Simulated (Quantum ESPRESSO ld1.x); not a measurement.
The numbers below are computed, except where a source is named.
Q: The table gives one normalised radial function P(r) = r R(r) of Co25+ in [He] (r in bohr). Level of theory: scalar-relativistic Kohn-Sham, LDA (Slater exchange, Perdew-Wang correlation), spin-polarised, spherical densities, point nucleus (ld1.x of Quantum ESPRESSO 7.5).

r,P
0.002479,0.6793
0.003307,0.8810
0.00441,1.1342
0.005835,1.4362
0.007783,1.8074
0.01038,2.2351
0.01384,2.7005
0.01847,3.1633
0.02463,3.5561
0.03285,3.7847
0.04346,3.7513
0.05797,3.3813
0.07732,2.6834
0.1031,1.7975
0.1375,0.9608
0.1834,0.3801
0.2447,0.1007
0.3237,0.0166
0.4318,0.0013
0.5759,0.0000
0.7681,0.0000

Which n and l does it have? It may be an empty orbital.

A: n = 1, l = 0: the number of nodes gives n - l - 1 = 0, the rise at small r (about r^(l+1)) gives l, and the extent must fit the shell. The curve is that of 1s. 1s: eigenvalue -9363.6 eV, 0 radial nodes, <r> = 0.0558 bohr, 90 % of the charge inside 0.0994 bohr.
